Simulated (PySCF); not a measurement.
Two structures of GaH5O3, singlet, reached by relaxing down either side of one saddle point (PBE0-D4/def2-TZVP). Energies are electronic, without zero-point energy. Program: PySCF 2.14 with density fitting (its default auxiliary sets; JK sets also for MP2 and CCSD(T)). Basis: def2-TZVPP and def2-QZVPP. Cores are frozen in the correlated methods. Filled d shells of the heavier atoms are correlated. The def2 sets are not built for correlating such inner shells, so the correlated values are less sure here. Extrapolation: Hartree–Fock as exp(−7.88 √X), correlation as X^−2.97. First:

```tsv
atom	x (Å)	y (Å)	z (Å)
Ga1	0.0390	-0.4519	-0.4346
O2	0.5189	0.8603	-1.5448
O3	1.0789	-1.1467	0.8252
O4	-1.5654	-1.1680	-0.6403
H5	-0.7912	1.7081	0.9879
H6	-0.9075	1.2041	1.5299
H7	1.4141	1.1838	-1.4308
H8	1.9405	-0.7329	0.8986
H9	-2.0577	-0.7606	-1.3564
```

Second:

```csv
atom,x (Å),y (Å),z (Å)
Ga1,-0.3320,-0.3581,0.4003
O2,0.2705,1.1142,-1.0394
O3,1.4726,-0.6399,0.4135
O4,-1.1764,-1.5751,-0.6067
H5,0.1667,2.0303,-0.7650
H6,-1.0378,0.4651,1.5288
H7,1.2002,0.8684,-0.8700
H8,1.8825,-0.7589,1.2697
H9,-2.1313,-1.5265,-0.5454
```

Q: Which bonds change from the first to the second?

A: GaH₃O₃ ([OH][Ga]([OH])[OH]) + H₂ → GaH₃O₂ ([OH][GaH][OH]) + H₂O (still joined by a long Ga–O bond); bonds formed: Ga1–H6, O2–H5; bonds broken: H5–H6; bonds weakened to dative contacts: Ga1–O2.

Q: Give the saddle point's structure and its height above each. (To be estimated.)

A: Computed: 111.0 kJ/mol above the first and 136.3 kJ/mol above the second (CCSD(T) at an estimated basis limit (MP2 extrapolated from triple and quadruple zeta, plus CCSD(T) − MP2 in triple zeta)).
```
9
angstrom
Ga -0.1318 -0.4512 0.1659
O 0.2004 1.0000 -1.0860
O 1.2937 -1.2515 0.8646
O -1.5729 -1.4133 -0.2061
H -0.1227 1.4085 0.0929
H -0.4695 1.1573 1.0020
H 1.1033 1.1564 -1.3813
H 1.8981 -0.6583 1.3129
H -2.1986 -0.9480 -0.7650
```

The T1 diagnostic stays at or below 0.014.

Labels in which every atom is bracketed show which atoms are joined, not bond orders.

For scale, one of the runs: CCSD(T)/def2-TZVPP, 211 basis functions, launched by `OMP_NUM_THREADS=4 python run.py`. Hardware: 4 CPU threads of an Arm Neoverse V2, shared host. Wall time 14 min; peak host memory 4 GiB.
